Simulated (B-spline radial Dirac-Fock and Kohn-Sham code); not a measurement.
**What relativity does to the binding energies of Ir¹⁴⁺**

System: Ir¹⁴⁺ in the configuration [Kr] 4d10 4f14 5s2 5p1.

Both columns are ΔSCF binding energies of the configuration average from a radial atomic solver: non-relativistic Hartree-Fock with a point nucleus, and Dirac-Fock with a finite nucleus and the Coulomb interaction alone, averaged over the two j levels with weights 2j+1.

```
shell  Hartree-Fock (eV)  Dirac-Fock (eV)  shift (eV)  shift (%)
   1s            70044.5          76810.9    +6766.40      +9.66
   2s            11966.6          13776.2    +1809.64     +15.12
   2p            11481.2          12089.6     +608.41      +5.30
   3s             3031.1           3483.5     +452.40     +14.92
   3p             2803.7           2975.8     +172.06      +6.14
   3d             2385.0           2369.0      -15.96      -0.67
   4s              872.9            987.9     +114.99     +13.17
   4p              774.3            816.8      +42.51      +5.49
   4d              595.7            592.9       -2.80      -0.47
   4f              356.3            345.8      -10.50      -2.95
   5s              327.1            354.1      +26.97      +8.24
   5p              296.8            306.3       +9.49      +3.20
```

Relativity binds 1s, 2s, 2p, 3s, 3p, 4s, 4p, 5s, 5p more strongly, among those listed most of all 2s in relative terms, and 3d, 4d, 4f more weakly, because the contracted s and p shells screen the nucleus better.

Values without a named source are computed, but for edge energies of neutral atoms, which are taken from tables.
